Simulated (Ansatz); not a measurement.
A structure drawn as `Cl[B-](Cl)(Cl)[AsH3+]`, with this starting geometry:

Cartesian coordinates in Å:
```
Cl -0.5460 -1.6015 -1.6060
B 0.0936 -0.0388 -0.9005
Cl 1.8674 0.0575 -1.3031
Cl -0.7375 1.4470 -1.6497
As -0.1599 0.0279 1.1267
H 0.6566 -1.2509 1.5820
H -1.6847 -0.0704 1.2527
H 0.5106 1.4291 1.4979
```

Total charge 0; spin multiplicity 1.

(1) Does it keep its bonds when Ansatz relaxes it at PBE-D4/def2-SVP and then PBE0-D4/def2-TZVP?

(2) Give the relaxed structure. (Best estimate.)

Atoms count as bonded under 1.1 times the sum of their covalent radii (H–H under 0.85 Å, pairs among N, O and F under 1.55 Å), and a drawn bond as lost past 1.3 times.

Answers

(1) Yes, every drawn bond is still there and no new one forms.

(2) The calculation gave: 
Z-matrix (Å, degrees):
```
B
Cl 1 1.814
Cl 1 1.814 2 114.6
Cl 1 1.814 2 114.6 3 135.3
As 1 2.148 2 103.7 3 -112.3
H 5 1.503 1 116.7 2 60.0
H 5 1.503 1 116.7 2 -60.0
H 5 1.503 1 116.7 2 179.9
```
All modes are real.
